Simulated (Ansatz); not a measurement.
A nudged elastic band was laid between two geometries of ClGeH3 + H3P (9 atoms, charge 0, multiplicity 1).

The calculation used RKS r2SCAN-D4/def2-SVP (Ansatz).

| Property | Result |
| --- | --- |
| movable images | 9 |
| climbing image | yes |
| spring | 5.0 eV/Å² |
| optimiser | quadratic models (default) |
| start path | through a guess of the saddle point |
| force threshold | 0.05 eV/Å |
| iteration limit | 60 |
| end points | relaxed |

First end point:

```xyz
9
Properties=species:S:1:pos:R:3
Ge 0.512 -0.022 -0.132
Cl 0.981 -0.050 1.988
H 1.825 0.216 -0.882
H -0.489 1.114 -0.357
H -0.096 -1.385 -0.476
P -3.250 0.214 1.241
H -2.972 -0.968 0.485
H -4.040 -0.505 2.191
H -2.059 0.074 2.019
```

Last end point:

```xyz
9
Properties=species:S:1:pos:R:3
Ge -0.528 -0.356 -0.339
Cl 0.340 1.340 3.035
H 0.654 -1.090 0.302
H -0.160 1.105 -0.614
H -0.932 -1.052 -1.648
P -2.277 -0.367 1.203
H -3.294 0.043 0.290
H -2.566 -1.760 1.088
H -0.824 0.825 2.761
```

Problem. Which bonds break or form, and what moves?

Solution. Bonds broken: Ge1–Cl2, P6–H9. Bonds formed: Ge1–P6, Cl2–H9. ClGeH3 + H3P becomes ClH + GeH5P.

Problem. Give the energies along the band, and the barrier.

Solution. The forces met the threshold. The highest image is number 4 of 0 to 10, 2.21 eV above the first end and 1.85 eV above the last; the last end lies 0.36 eV above the first. The profile has 2 maxima (images 4, 7) with wells between them (image 6): this band takes more than one step, which may be the mechanism or a detour left from its start path. A structure lower than the first end lies on the path between it and the top, so the climb from that side starts below the end, which may itself be a saddle point or a shallow side well. Neighbouring images differ by up to 2.1 eV, so the band resolves the path poorly. A vibrational analysis at the climbing image gives one clearly imaginary mode, 748i cm⁻¹: a first-order saddle point. The orbitals stay closed-shell, which can raise the energy where a bond breaks towards radicals; this wasn't checked here.

| image | path coordinate (Å) | energy (eV) | Ge1–Cl2 (Å) | P6–H9 (Å) | Ge1–P6 (Å) |
| --- | --- | --- | --- | --- | --- |
| 0 | 0.00 | 0.00 | 2.17 | 1.43 | 4.01 |
| 1 | 1.60 | -0.01 | 2.17 | 1.43 | 4.30 |
| 2 | 3.21 | -0.01 | 2.17 | 1.43 | 4.27 |
| 3 | 4.81 | 0.15 | 2.18 | 1.43 | 3.87 |
| 4 | 6.41 | 2.21 | 2.62 | 1.59 | 2.82 |
| 5 | 7.72 | 0.43 | 3.46 | 2.18 | 2.34 |
| 6 | 9.03 | 0.38 | 4.09 | 2.45 | 2.33 |
| 7 | 10.34 | 0.42 | 3.81 | 2.52 | 2.34 |
| 8 | 11.65 | 0.41 | 4.10 | 2.51 | 2.33 |
| 9 | 12.96 | 0.38 | 4.12 | 2.43 | 2.33 |
| 10 | 14.27 | 0.36 | 3.87 | 2.44 | 2.33 |

Problem. What is the geometry of the highest image?

Solution. 
```xyz
9
Properties=species:S:1:pos:R:3
Ge -0.265 -0.296 0.049
Cl 0.424 0.197 2.531
H 0.811 0.745 -0.263
H -1.234 -0.248 -1.163
H 0.162 -1.746 0.259
P -2.682 0.034 1.472
H -2.709 1.065 0.495
H -2.885 -1.084 0.620
H -1.209 0.021 2.076
```

Time of the run: 15 min on 4 threads of Intel(R) Xeon(R) Platinum 8259CL CPU @ 2.50GHz (Skylake/Cascade Lake), on a shared host, peak memory 0.24 GiB.
